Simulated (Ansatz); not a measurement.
`Cl[SiH2][GeH2][Cl]` + `SS` → `SS[SiH2]Cl` + `[Cl][GeH3]`  (cleavage of the Si–Ge bond)

Gas-phase electronic energies from Ansatz, PBE0-D4/def2-TZVP geometries. CCSD(T)/CBS adds triple-zeta CCSD(T) − MP2 to the extrapolated MP2 energy (def2 sets, frozen cores). This one scheme is used for every species. Functionals use def2-TZVPP. B3LYP here is the variant with VWN-RPA as its local correlation; programs differ in this. For Ge outer-core shells are correlated without core-valence functions, which leaves a few kJ/mol of doubt a bond. Scalar relativity is left out up to krypton. One conformer a species, not always the lowest.

| level | ΔE (kJ/mol) |
| --- | --- |
| B3LYP-D4 | -46.6 |
| ωB97X-V | -47.8 |
| r2SCAN | -48.5 |
| MP2/CBS(def2) | -57.5 |

Problem. What does CCSD(T)/CBS give? (Estimate.)

Solution. Ansatz gave: -49.3 kJ/mol. The listed levels differ from it by 2.7, 1.5, 0.8, -8.2 kJ/mol.

Largest T1 diagnostic among the species: 0.011.

The D4 term adds −4.5 kJ/mol with B3LYP and −2.2 kJ/mol with PBE0; it sums over pairs of atoms, weighted by their polarisabilities, and B3LYP, whose exchange is more repulsive, gets the larger term.

CCSD(T)/CBS has its own doubt, a few kJ/mol and more with outer-core shells, so smaller differences from it don't rank the levels.
